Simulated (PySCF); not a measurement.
**Stretching PrS**

Set-up: Pr x2c-TZVPall, S x2c-TZVPall; spin-free X2C with a Gaussian nucleus (PySCF 2.14). Energies in eV from Pr (4f3 6s2) + S in their ground configurations at the same level. State: quartet, about 2.3 electrons in the 4f shell (Mulliken), real f orbitals that mix terms.

| R (Å) | PBE0 | r²SCAN |
| --- | --- | --- |
| 2.008 | -3.599 | -3.593 |
| 2.102 | -4.431 | -4.438 |
| 2.195 | -4.875 | -4.900 |
| 2.265 | -5.017 | -5.058 |
| 2.335 | -5.046 | -5.092 |
| 2.405 | -5.003 | -5.032 |
| 2.498 | -4.855 | -4.845 |
| 2.615 | -4.566 | -4.502 |
| 2.755 | -4.123 | -4.014 |
| 2.942 | -3.463 | -3.336 |

Task: Put a parabola through the three lowest points of the r²SCAN curve and estimate Re, k and ωe (reduced mass 26.06 u; 1 eV/Å² = 0.16022 mdyn/Å; ωe = 1302.8·√(k/μ) cm⁻¹).

Result: Through R = 2.265, 2.335, 2.405 Å the second-order coefficient is 9.59 eV/Å², so Re ≈ 2.325 Å, k ≈ 3.07 mdyn/Å and ωe ≈ 447 cm⁻¹. A polynomial fit of higher order to the unrounded r²SCAN energies gives Re = 2.323 Å, k = 3.23 mdyn/Å, ωe = 459 cm⁻¹; anharmonicity and rounding make the difference.

The higher-order fit for each curve: r²SCAN: Re = 2.323 Å, ωe = 459 cm⁻¹, De = 5.09 eV. PBE0 gave no clean fit.

⟨S²⟩ of the unrestricted solution departs from its pure value on part of the curve, where spin states mix. Spin–orbit coupling is left out, which matters for elements this heavy, above all for dissociation energies. Counting both spins, an empty level lies below a filled one in some of these solutions, because spin and occupation are held. The state is the lowest single determinant that the PBE0 search found; with open d or f shells the true ground state can be another one.
